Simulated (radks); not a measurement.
Charge is removed step by step from the 2s down level of N3+, starting from [He] 2s(up 1, down 1). All-electron calculation, non-relativistic Kohn-Sham, PBEsol, spin-polarised, spherical densities, point nucleus. Program: a radial shooting solver on a logarithmic mesh with Libxc functionals.

removed (e)  E - E(0) (eV)  eigenvalue (eV)
0                    0.000          -67.811
0.1                  6.868          -69.548
0.2                 13.909          -71.269
0.3                 21.121          -72.971
0.4                 28.502          -74.646
0.5                 36.049          -76.283
0.6                 43.757          -77.872
0.7                 51.622          -79.399
0.8                 59.635          -80.853
0.9                 67.790          -82.251

The mean slope of the eigenvalue, de/dn, is 16.0 eV per electron.
